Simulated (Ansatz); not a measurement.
`CCC(CC(CC(C)OC(C)=O)OC(C)=O)OC(C)=O`, relaxed as a singlet with RKS PBE-D4/def2-SVP in Ansatz, starting from the GFN2-xTB geometry. Force threshold 0.03 eV/Å.

Start:

Cartesian coordinates in Å:
```
C 1.009 0.056 4.071
C 1.748 0.456 2.800
C 0.819 0.454 1.586
C 1.571 0.770 0.289
C 0.673 0.631 -0.945
C 0.540 -0.813 -1.447
C -0.846 -1.408 -1.165
C -1.899 -0.924 -2.150
O -0.786 -2.841 -1.266
C -0.275 -3.504 -0.230
C -0.384 -4.992 -0.443
O 0.202 -2.979 0.744
O 1.215 1.455 -1.989
C 0.439 2.420 -2.489
C 1.193 3.245 -3.497
O -0.703 2.613 -2.159
O -0.165 1.486 1.766
C -1.458 1.188 1.644
C -2.303 2.432 1.715
O -1.891 0.078 1.472
H 0.603 -0.948 3.969
H 0.189 0.742 4.268
H 1.683 0.074 4.924
H 2.558 -0.249 2.610
H 2.176 1.454 2.917
H 0.313 -0.516 1.514
H 2.437 0.116 0.195
H 1.923 1.803 0.347
H -0.321 1.036 -0.717
H 0.730 -0.836 -2.523
H 1.293 -1.435 -0.962
H -1.149 -1.165 -0.141
H -1.940 0.161 -2.140
H -2.875 -1.312 -1.872
H -1.656 -1.263 -3.154
H -0.074 -5.244 -1.453
H 0.223 -5.516 0.288
H -1.425 -5.281 -0.323
H 0.492 3.720 -4.177
H 1.903 2.628 -4.038
H 1.742 4.019 -2.965
H -1.819 3.191 2.321
H -2.417 2.812 0.700
H -3.286 2.186 2.105
```

```json
{"step": "1", "energy (eV)": "-27142.2576", "largest force component (eV/Å)": "1.365", "SCF passes": "25"}
{"step": "2", "energy (eV)": "-27142.4868", "largest force component (eV/Å)": "0.424", "SCF passes": "22"}
{"step": "3", "energy (eV)": "-27142.5109", "largest force component (eV/Å)": "0.375", "SCF passes": "22"}
{"step": "4 (rejected)", "energy (eV)": "-27142.5071", "largest force component (eV/Å)": "0.207", "SCF passes": "22"}
{"step": "5", "energy (eV)": "-27142.5195", "largest force component (eV/Å)": "0.090", "SCF passes": "21"}
{"step": "6", "energy (eV)": "-27142.5206", "largest force component (eV/Å)": "0.028", "SCF passes": "23"}
```

Force components are those of the run's own axes.

End:

```xyz
44

C     0.9767    0.0077    4.0924
C     1.7252    0.3602    2.8079
C     0.8180    0.4309    1.5818
C     1.5562    0.8017    0.2926
C     0.6800    0.6487   -0.9533
C     0.5485   -0.8014   -1.4564
C    -0.8349   -1.4026   -1.1659
C    -1.9103   -0.9341   -2.1315
O    -0.7729   -2.8549   -1.2730
C    -0.2463   -3.5121   -0.2123
C    -0.3262   -5.0075   -0.4156
O     0.2149   -2.9629    0.7745
O     1.2422    1.4774   -2.0081
C     0.4320    2.4348   -2.5336
C     1.1741    3.2532   -3.5626
O    -0.7254    2.6184   -2.1986
O    -0.1585    1.4915    1.8110
C    -1.4803    1.2222    1.6659
C    -2.2896    2.4934    1.7426
O    -1.9413    0.1156    1.4492
H     0.4650   -0.9722    3.9992
H     0.2051    0.7704    4.3212
H     1.6650   -0.0466    4.9589
H     2.5038   -0.4040    2.5982
H     2.2558    1.3318    2.9191
H     0.2763   -0.5317    1.4679
H     2.4707    0.1804    0.1943
H     1.8827    1.8590    0.3778
H    -0.3234    1.0691   -0.7424
H     0.7433   -0.8226   -2.5484
H     1.3227   -1.4301   -0.9752
H    -1.1311   -1.1617   -0.1250
H    -1.9775    0.1719   -2.1183
H    -2.8989   -1.3446   -1.8492
H    -1.6758   -1.2560   -3.1668
H    -0.0028   -5.2822   -1.4378
H     0.2925   -5.5196    0.3412
H    -1.3799   -5.3363   -0.3079
H     0.4510    3.7280   -4.2488
H     1.9020    2.6342   -4.1187
H     1.7413    4.0536   -3.0442
H    -1.8229    3.2351    2.4166
H    -2.3246    2.9342    0.7234
H    -3.3224    2.2599    2.0578
```

By distances, no bond broke or formed. The bond that changes most is O13–C14, from 1.34 to 1.36 Å (atoms count from 1).

No frequencies were taken in this run, so the end may be a saddle point.

Run time 26 s (2 threads of AMD EPYC 7R13 on a shared host and a share (18 GiB) of an NVIDIA H100 80GB HBM3).
